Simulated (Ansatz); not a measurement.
Wavefunction methods compared: BeH, doublet

Program: Ansatz, Gaussian basis, development build; BCCD by scripts on PySCF. Nonrelativistic, STO-3G, all electrons correlated. Perturbation and coupled-cluster methods stand on the Hartree–Fock determinant that coupled cluster favours; RHF here means ROHF, with semicanonical perturbation theory. The state met can change along the bond. Small basis; these aren't basis-limit values.

Correlation energy of CCSD(T), then each method's total less that of CCSD(T), in eV:

```json
{"case": "1.343 Å RHF", "E corr CCSD(T)": "-0.608", "CCSD": "+0.008", "BCCD": "+0.008", "BCCD(T)": "0.000", "determinant": "–"}
{"case": "1.343 Å UHF", "E corr CCSD(T)": "-0.601", "CCSD": "+0.007", "BCCD": "+0.007", "BCCD(T)": "0.000", "determinant": "⟨S²⟩ = 0.751"}
{"case": "1.612 Å RHF", "E corr CCSD(T)": "-0.858", "CCSD": "+0.015", "BCCD": "+0.013", "BCCD(T)": "-0.001", "determinant": "–"}
{"case": "1.612 Å UHF", "E corr CCSD(T)": "-0.832", "CCSD": "+0.011", "BCCD": "+0.012", "BCCD(T)": "0.000", "determinant": "⟨S²⟩ = 0.760"}
{"case": "1.813 Å RHF", "E corr CCSD(T)": "-1.158", "CCSD": "+0.026", "BCCD": "+0.020", "BCCD(T)": "-0.003", "determinant": "–"}
{"case": "1.813 Å UHF", "E corr CCSD(T)": "-1.053", "CCSD": "+0.011", "BCCD": "+0.020", "BCCD(T)": "+0.004", "determinant": "⟨S²⟩ = 0.819"}
{"case": "2.216 Å RHF", "E corr CCSD(T)": "-1.712", "CCSD": "+0.001", "BCCD": "+0.039", "BCCD(T)": "+0.015", "determinant": "–"}
{"case": "2.686 Å RHF", "E corr CCSD(T)": "-1.431", "CCSD": "0.000", "BCCD": "+0.001", "BCCD(T)": "0.000", "determinant": "–"}
```

Problem. How far does full CI lie from CCSD(T) in each case, and where is CCSD(T) within 1 kcal/mol (0.043 eV)?

Solution. 1.343 Å RHF: -0.007 eV (within); 1.343 Å UHF: -0.006 eV (within); 1.612 Å RHF: -0.013 eV (within); 1.612 Å UHF: -0.011 eV (within); 1.813 Å RHF: -0.022 eV (within); 1.813 Å UHF: -0.012 eV (within); 2.216 Å RHF: -0.001 eV (within); 2.686 Å RHF: 0.000 eV (within).

Problem. Which method comes nearest to full CI in total energy for 1.813 Å UHF?

Solution. CCSD(T), 0.012 eV away; next BCCD(T) (0.016 eV), last BCCD (0.032 eV).
